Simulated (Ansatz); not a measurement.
Program: Ansatz 0.2.0.

A structure relaxed at PBE0-D4/def2-TZVP, charge 0, multiplicity 2:

```xyz
5

F    -0.645    0.292   -1.485
Si    0.010    0.089   -0.066
F     1.002    1.299    0.116
S    -1.405   -0.033    1.467
Cl    1.038   -1.647   -0.031
```

(1) Give its formula and SMILES.

(2) Point group (tolerance 0.08 Å, 0.16 Å for H)?

(3) Summarise the bond lengths by kind.

Results:

(1) ClF2SSi, `F[Si](F)([S])Cl`.

(2) Cs.

(3) 2 × F–Si 1.576 Å; 1 × S–Si 2.090 Å; 1 × Cl–Si 2.018 Å.
